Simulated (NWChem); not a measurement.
System: GeHF, singlet; SMILES [GeH][F]

The following NWChem deck was run.

```
start job
memory heap 200 mb stack 900 mb global 1100 mb
geometry units angstroms noautoz
  Ge     0.013041     0.355212     0.000000
  H     -1.594359     0.475055     0.000000
  F      0.035044    -1.401284     0.000000
end
basis spherical
  * library def2-tzvp
end
dft
  xc xpbe96 cpbe96
  iterations 150
  vectors input atomic output neutral.movecs
end
task dft energy
charge 1
dft
  odft
  mult 2
  vectors input atomic output cation.movecs
end
task dft energy
```

Parts of the log:

```
             Northwest Computational Chemistry Package (NWChem) 7.3.0
             --------------------------------------------------------

 CS  symmetry detected

                             Geometry "geometry" -> ""
                             -------------------------

 Output coordinates in angstroms (scale by  1.889725989 to convert to a.u.)

  No.       Tag          Charge          X              Y              Z
 ---- ---------------- ---------- -------------- -------------- --------------
    1 Ge                  32.0000     0.04495063     0.37233931     0.00000000
    2 H                    1.0000    -1.55803872     0.54122462     0.00000000
    3 F                    9.0000     0.01329097    -1.38400917     0.00000000

 Effective nuclear repulsion energy (a.u.)      99.1807175563

      Symmetry information
      --------------------

 Group name             Cs
 Group number              2
 Group order               2
 No. of unique centers     3

  pbe96 is a nonlocal functional; adding pw91lda local functional.

                                 NWChem DFT Module
                                 -----------------

 Summary of "ao basis" -> "ao basis" (spherical)
 ------------------------------------------------------------------------------
       Tag                 Description            Shells   Functions and Types
 ---------------- ------------------------------  ------  ---------------------
 Ge                        def2-tzvp                16       48   6s5p4d1f
 H                         def2-tzvp                 4        6   3s1p
 F                         def2-tzvp                11       31   5s3p2d1f

      Symmetry analysis of basis
      --------------------------

        a'         58
        a"         27

            General Information
            -------------------
          SCF calculation type: DFT
          Wavefunction type:  closed shell.
          No. of atoms     :     3
          No. of electrons :    42
           Alpha electrons :    21
            Beta electrons :    21
          Charge           :     0
          Spin multiplicity:     1
          Use of symmetry is: on ; symmetry adaption is: on
          Maximum number of iterations: 150
          AO basis - number of functions:    85
                     number of shells:    31
          Convergence on energy requested:  1.00D-06
          Convergence on density requested:  1.00D-05
          Convergence on gradient requested:  5.00D-04

              XC Information
              --------------
          PerdewBurkeErnzerhof Exchange Functional  1.000
            Perdew 1991 LDA Correlation Functional  1.000 local
           PerdewBurkeErnz. Correlation Functional  1.000 non-local

             Grid Information
             ----------------
          Grid used for XC integration:  medium
          Radial quadrature: Mura-Knowles
          Angular quadrature: Lebedev.
          Tag              B.-S. Rad. Rad. Pts. Rad. Cut. Ang. Pts.
          ---              ---------- --------- --------- ---------
          Ge                  1.25      112           7.0       590
          H                   0.35       45           8.0       434
          F                   0.50       49           8.0       434
          Grid pruning is: on
          Number of quadrature shells:   206
          Spatial weights used:  Erf1

      Superposition of Atomic Density Guess
      -------------------------------------

 Sum of atomic energies:       -2175.22394991

      Non-variational initial energy
      ------------------------------

 Total energy =   -2175.184479
 1-e energy   =   -3232.593430
 2-e energy   =     958.228234
 HOMO         =      -0.243196
 LUMO         =      -0.060385

      Symmetry analysis of molecular orbitals - initial
      -------------------------------------------------

  Numbering of irreducible representations:

     1 a'          2 a"

  Orbital symmetries:

     1 a'          2 a'          3 a'          4 a'          5 a"
     6 a'          7 a'          8 a'          9 a'         10 a"
    11 a'         12 a'         13 a'         14 a"         15 a"
    16 a'         17 a'         18 a'         19 a"         20 a'
    21 a'         22 a"         23 a'         24 a'         25 a'
    26 a"         27 a'         28 a"         29 a'         30 a'
    31 a"

   convergence    iter        energy       DeltaE   RMS-Dens  Diis-err
 ---------------- ----- ----------------- --------- --------- ---------
 d= 0,ls=0.0,diis     1  -2176.9972632955 -2.28D+03  1.96D-02  1.12D+00
 d= 0,ls=0.0,diis     2  -2175.8556269702  1.14D+00  1.51D-02  1.23D+01
 d= 0,ls=0.0,diis     3  -2177.0796697875 -1.22D+00  2.42D-03  1.05D-01
 d= 0,ls=0.0,diis     4  -2177.0842841440 -4.61D-03  7.89D-04  3.63D-02
 d= 0,ls=0.0,diis     5  -2177.0857103459 -1.43D-03  2.24D-04  7.96D-04
  Resetting Diis
 d= 0,ls=0.0,diis     6  -2177.0857584409 -4.81D-05  6.42D-05  3.72D-05
 d= 0,ls=0.0,diis     7  -2177.0857619146 -3.47D-06  5.39D-05  4.04D-06
 d= 0,ls=0.0,diis     8  -2177.0857600178  1.90D-06  2.61D-05  2.51D-05
 d= 0,ls=0.0,diis     9  -2177.0857625067 -2.49D-06  8.95D-06  5.13D-07
 d= 0,ls=0.0,diis    10  -2177.0857625904 -8.37D-08  7.89D-07  3.18D-08

         Total DFT energy =    -2177.085762590410
      One electron energy =    -3231.892660815327
           Coulomb energy =     1045.049202048432
    Exchange-Corr. energy =      -89.423021379823
 Nuclear repulsion energy =       99.180717556308

 Numeric. integr. density =       42.000008793569

                  Occupations of the irreducible representations
                  ----------------------------------------------

                     irrep           alpha         beta
                     --------     --------     --------
                     a'               16.0         16.0
                     a"                5.0          5.0

                       DFT Final Molecular Orbital Analysis
                       ------------------------------------

 Vector   19  Occ=2.000000D+00  E=-3.549615D-01  Symmetry=a"
              MO Center=  1.4D-02, -1.3D+00,  6.1D-15, r^2= 7.0D-01
   Bfn.  Coefficient  Atom+Function         Bfn.  Coefficient  Atom+Function
  ----- ------------  ---------------      ----- ------------  ---------------
    62      0.479408  3 F  pz                65      0.384824  3 F  pz
    68      0.262836  3 F  pz                18      0.126205  1 Ge pz
    21      0.088841  1 Ge pz                12     -0.058911  1 Ge pz
    23      0.053395  1 Ge d -1              38     -0.031826  1 Ge d -1

 Vector   20  Occ=2.000000D+00  E=-3.396564D-01  Symmetry=a'
              MO Center=  8.6D-03, -8.2D-01,  5.1D-15, r^2= 1.7D+00
   Bfn.  Coefficient  Atom+Function         Bfn.  Coefficient  Atom+Function
  ----- ------------  ---------------      ----- ------------  ---------------
    60      0.358830  3 F  px                63      0.287381  3 F  px
    61     -0.256271  3 F  py                 5      0.227925  1 Ge s
     6      0.228223  1 Ge s                 64     -0.200650  3 F  py
    66      0.197059  3 F  px                17      0.167889  1 Ge py
    67     -0.142817  3 F  py                 4     -0.109176  1 Ge s

 Vector   21  Occ=2.000000D+00  E=-2.227566D-01  Symmetry=a'
              MO Center= -1.8D-01,  4.0D-01, -4.4D-16, r^2= 2.6D+00
   Bfn.  Coefficient  Atom+Function         Bfn.  Coefficient  Atom+Function
  ----- ------------  ---------------      ----- ------------  ---------------
     6      0.406696  1 Ge s                 16      0.323747  1 Ge px
     5      0.291120  1 Ge s                 50     -0.250287  2 H  s
    19      0.243689  1 Ge px                51     -0.214433  2 H  s
    60     -0.172505  3 F  px                10     -0.148159  1 Ge px
    49     -0.139493  2 H  s                  4     -0.137936  1 Ge s

 Vector   22  Occ=0.000000D+00  E=-1.341861D-01  Symmetry=a"
              MO Center=  8.8D-03,  3.8D-01,  1.2D-14, r^2= 2.6D+00
   Bfn.  Coefficient  Atom+Function         Bfn.  Coefficient  Atom+Function
  ----- ------------  ---------------      ----- ------------  ---------------
    21      0.610932  1 Ge pz                18      0.511143  1 Ge pz
    12     -0.221701  1 Ge pz                62     -0.160751  3 F  pz
    68     -0.131477  3 F  pz                65     -0.122407  3 F  pz
     9      0.084741  1 Ge pz                15     -0.046951  1 Ge pz
    38      0.046863  1 Ge d -1

 Vector   23  Occ=0.000000D+00  E=-3.196090D-02  Symmetry=a'
              MO Center=  5.4D-02,  4.3D-01, -1.2D-14, r^2= 3.4D+00
   Bfn.  Coefficient  Atom+Function         Bfn.  Coefficient  Atom+Function
  ----- ------------  ---------------      ----- ------------  ---------------
    20      0.871163  1 Ge py                59      0.391762  3 F  s
    17      0.366019  1 Ge py                19     -0.264597  1 Ge px
    51     -0.238243  2 H  s                 67      0.195657  3 F  py
    61      0.167343  3 F  py                11     -0.158039  1 Ge py
     6     -0.150937  1 Ge s                 64      0.143534  3 F  py

 Vector   24  Occ=0.000000D+00  E= 2.843761D-02  Symmetry=a'
              MO Center= -5.0D-01,  5.2D-01,  2.7D-15, r^2= 4.4D+00
   Bfn.  Coefficient  Atom+Function         Bfn.  Coefficient  Atom+Function
  ----- ------------  ---------------      ----- ------------  ---------------
    51      1.611022  2 H  s                 19      1.214869  1 Ge px
     6     -0.926289  1 Ge s                  5     -0.344121  1 Ge s
    16      0.304204  1 Ge px                20      0.178114  1 Ge py
    59      0.155457  3 F  s                  4      0.143486  1 Ge s
    10     -0.135730  1 Ge px                50      0.120584  2 H  s

     Multipole analysis of the density
     ---------------------------------

     L   x y z        total         alpha         beta         nuclear
     -   - - -        -----         -----         ----         -------
     0   0 0 0     -0.000000    -21.000000    -21.000000     42.000000

     1   1 0 0      0.066150      0.033075      0.033075      0.000000
     1   0 1 0      0.664994      0.332497      0.332497      0.000000
     1   0 0 1      0.000000      0.000000      0.000000      0.000000

     2   2 0 0    -18.542980    -13.724129    -13.724129      8.905279
     2   1 1 0     -0.282966      0.703470      0.703470     -1.689906
     2   1 0 1      0.000000      0.000000      0.000000      0.000000
     2   0 2 0    -18.685275    -48.568327    -48.568327     78.451378
     2   0 1 1      0.000000      0.000000      0.000000      0.000000
     2   0 0 2    -14.840624     -7.420312     -7.420312      0.000000

                                 NWChem DFT Module
                                 -----------------

      Symmetry analysis of basis
      --------------------------

        a'         58
        a"         27

            General Information
            -------------------
          SCF calculation type: DFT
          Wavefunction type:  spin polarized.
          No. of atoms     :     3
          No. of electrons :    41
           Alpha electrons :    21
            Beta electrons :    20
          Charge           :     1
          Spin multiplicity:     2
          Use of symmetry is: on ; symmetry adaption is: on
          Maximum number of iterations: 150
          AO basis - number of functions:    85
                     number of shells:    31
          Convergence on energy requested:  1.00D-06
          Convergence on density requested:  1.00D-05
          Convergence on gradient requested:  5.00D-04

              XC Information
              --------------
          PerdewBurkeErnzerhof Exchange Functional  1.000
            Perdew 1991 LDA Correlation Functional  1.000 local
           PerdewBurkeErnz. Correlation Functional  1.000 non-local

             Grid Information
             ----------------
          Grid used for XC integration:  medium
          Radial quadrature: Mura-Knowles
          Angular quadrature: Lebedev.
          Tag              B.-S. Rad. Rad. Pts. Rad. Cut. Ang. Pts.
          ---              ---------- --------- --------- ---------
          Ge                  1.25      112           7.0       590
          H                   0.35       45           8.0       434
          F                   0.50       49           8.0       434
          Grid pruning is: on
          Number of quadrature shells:   206
          Spatial weights used:  Erf1

      Superposition of Atomic Density Guess
      -------------------------------------

 Sum of atomic energies:       -2175.22394991

 Renormalizing density from      42.00 to     41

      Non-variational initial energy
      ------------------------------

 Total energy =   -2143.304672
 1-e energy   =   -3155.626920
 2-e energy   =     913.141531
 HOMO         =      -0.620475
 LUMO         =      -0.442204

   Symmetry analysis of molecular orbitals - initial alpha
   -------------------------------------------------------

  Numbering of irreducible representations:

     1 a'          2 a"

  Orbital symmetries:

     1 a'          2 a'          3 a'          4 a'          5 a"
     6 a'          7 a'          8 a'          9 a'         10 a"
    11 a'         12 a'         13 a"         14 a'         15 a"
    16 a'         17 a'         18 a'         19 a"         20 a'
    21 a'         22 a"         23 a'         24 a'         25 a'
    26 a"         27 a'         28 a"         29 a'         30 a'
    31 a"

   Symmetry analysis of molecular orbitals - initial beta
   ------------------------------------------------------

  Numbering of irreducible representations:

     1 a'          2 a"

  Orbital symmetries:

     1 a'          2 a'          3 a'          4 a'          5 a"
     6 a'          7 a'          8 a'          9 a'         10 a"
    11 a'         12 a'         13 a"         14 a'         15 a"
    16 a'         17 a'         18 a'         19 a"         20 a'
    21 a'         22 a"         23 a'         24 a'         25 a'
    26 a"         27 a'         28 a"         29 a'         30 a'
    31 a"

   convergence    iter        energy       DeltaE   RMS-Dens  Diis-err
 ---------------- ----- ----------------- --------- --------- ---------
 d= 0,ls=0.0,diis     1  -2176.1809640867 -2.28D+03  2.07D-02  3.88D+00
                                                     1.75D-02  3.84D+00
 d= 0,ls=0.0,diis     2  -2171.3268680731  4.85D+00  1.96D-02  1.60D+01
                                                     1.67D-02  1.29D+01
 d= 0,ls=0.0,diis     3  -2175.9644546590 -4.64D+00  5.56D-03  2.46D+00
                                                     4.94D-03  2.43D+00
 d= 0,ls=0.0,diis     4  -2176.6909229454 -7.26D-01  2.58D-03  6.83D-02
                                                     3.03D-03  6.78D-02
 d= 0,ls=0.0,diis     5  -2176.7178840089 -2.70D-02  7.20D-04  2.72D-02
                                                     9.53D-04  2.75D-02
  Resetting Diis
 d= 0,ls=0.0,diis     6  -2176.7296872773 -1.18D-02  2.20D-04  1.44D-03
                                                     2.43D-04  1.42D-03
 d= 0,ls=0.0,diis     7  -2176.7301767185 -4.89D-04  3.35D-04  3.48D-04
                                                     4.70D-04  3.40D-04
 d= 0,ls=0.0,diis     8  -2176.7288775821  1.30D-03  2.21D-04  3.97D-03
                                                     3.13D-04  4.03D-03
 d= 0,ls=0.0,diis     9  -2176.7303175066 -1.44D-03  4.86D-05  1.91D-05
                                                     5.86D-05  1.64D-05
 d= 0,ls=0.0,diis    10  -2176.7303312798 -1.38D-05  4.41D-06  1.33D-06
                                                     5.92D-06  1.41D-06
 d= 0,ls=0.0,diis    11  -2176.7303317546 -4.75D-07  2.07D-06  3.95D-08
                                                     2.08D-06  3.27D-08

[...]
```

Level: PBE/def2-TZVP, vertical spin-unrestricted ions. Low-valent species are run as closed-shell singlets; no triplet was tried in these runs. Structure relaxed at the PBE0/def2-SVP level.
